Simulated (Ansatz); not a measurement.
Ansatz results at the PBE0-D4/def2-TZVP geometry: HOMO energy (ωB97M-V/def2-TZVPP) -10.37 eV; size of the dipole moment (PBE/def2-TZVPP) 1.18 D; LUMO energy (ωB97M-V/def2-TZVPP) 1.02 eV.

Each molecule was computed in one conformer, which needn't be the lowest.

Task: Which molecule gave them?
A. `C[Se][Sn]([CH3])([F])[Cl]`
B. `C[O][SnH]([OH])[OH]`
C. `[F][Sn]([F])([SiH3])[Cl]`
D. `[SH][SnH2][Cl]`

Result: B. The others give `C[Se][Sn]([CH3])([F])[Cl]`: -9.27, 2.31, 0.39; `[SH][SnH2][Cl]`: -9.98, 2.04, 0.72; `[F][Sn]([F])([SiH3])[Cl]`: -11.21, 4.72, -0.09.
